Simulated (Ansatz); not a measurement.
Molecule: ZrH₃, charge 0, multiplicity 2. The spin state was set by rule; other spins were not relaxed. 
Structure (B3LYP-D3(BJ)/def2-TZVP (Ansatz, a quantum-chemistry and plane-wave program) minimum search):
```xyz
4

Zr     0.0201     0.0028    -0.0084
H      0.4733    -0.5595     1.7076
H     -0.6404     1.7340    -0.1901
H     -0.6363    -1.2860    -1.1809
```
Charge 0, spin multiplicity 2.

Basis-set convergence of Hartree-Fock and CCSD(T) correlation energies (hartree) with Ansatz. Valence correlation only, unless marked. UHF or UKS for open shells. Spin-orbit coupling is left out. The frozen core is the preceding noble-gas configuration, with the filled d and f shells of earlier blocks. Past Kr the def2 sets carry scalar-relativistic core potentials.

```csv
basis,functions,E(HF),"E(corr, CCSD(T))"
def2-SVP,46,-48.17837,-0.11150
def2-TZVPP,98,-48.19585,-0.13358
def2-QZVPP,171,-48.20002,-0.13799
```

Extrapolating the two largest sets (X = 3 and 4) as X^-3: E(corr) = (64·(-0.13799) - 27·(-0.13358))/37 = -0.1412 Eh, an estimate of the basis-set limit. The largest set recovers 97.7 % of it, the smallest 79.0 %.
